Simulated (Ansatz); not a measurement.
Au₂Se⁺: single points at one geometry.

```yaml
crystal:
  periodic: [false, false, false]
  atoms:
    - {symbol: Au, position_ang: [-0.079151, 1.045149, -1.460070]}
    - {symbol: Au, position_ang: [-0.807272, -1.275646, 0.975419]}
    - {symbol: Se, position_ang: [0.886424, 0.230498, 0.484651]}
basis:
  gaussian: {orbitals: def2-TZVP, initial_orbitals: start.molden}
total_charge: 1
magnetization: {spin_polarized: true, initial_magnetization: 1}
hamiltonian: {xc: {name: LC-wPBE, parameters: {omega: 0.3/bohr}}}
scf: {omitted_lower_state_checks: [starts]}
output: {orbitals: {seedname: orbitals}}
```

The file start.molden holds the orbitals of an earlier run on this structure, at another level or in another basis.

```sh
$ ansatz run in.yaml --threads 4 --pin off --events-out ev --progress --plain --max-ram 3916MiB
```

It prints (some lines left out):

```
Functional definition: LC-wPBE
1103 factors; their error is unknown
215 factors; integrals over basis functions are off by at most 3.6e-5 eV
mean field evaluation 1: about -72722.1030 eV, gradient 6.2e0 eV
mean field evaluation 2: about -72722.1874 eV, gradient 1.5e-1 eV
mean field evaluation 4: about -72722.1547 eV, gradient 1.8e-3 eV
mean field evaluation 8: about -72722.1547 eV, gradient 8.7e-6 eV
mean field -72722.15469225 eV, -2672.4898920933 hartree, gradient 1.5e-5 eV, S^2 0.755581; 0 other end points of the search recorded, 0 dependent functions left out
reference -72722.15469226 eV, -2672.4898920938 hartree; 36, 35 occupied and 92, 93 virtual orbitals, 1103 factors
Total energy: -72722.15469226 eV, -2672.4898920938 hartree
Checks for a lower state left out: starts
```

It took 13 s on 4 threads of Intel Xeon on a shared host.

First input, but with `hamiltonian: {xc: {name: revPBE}, dispersion: d4}` (abridged; 6.5 s):

```
Functional definition: revPBE
mean field -72729.61064769 eV, -2672.7638934019 hartree, gradient 2.0e-5 eV, S^2 0.753576
Total energy: -72729.84712439 eV, -2672.7725837602 hartree
Checks for a lower state left out: starts
```

Geometry: r2SCAN-D4/def2-TZVP.

In the def2 sets Au takes a core potential; there is no spin–orbit coupling. The structure comes from a short search, and lower isomers may exist.
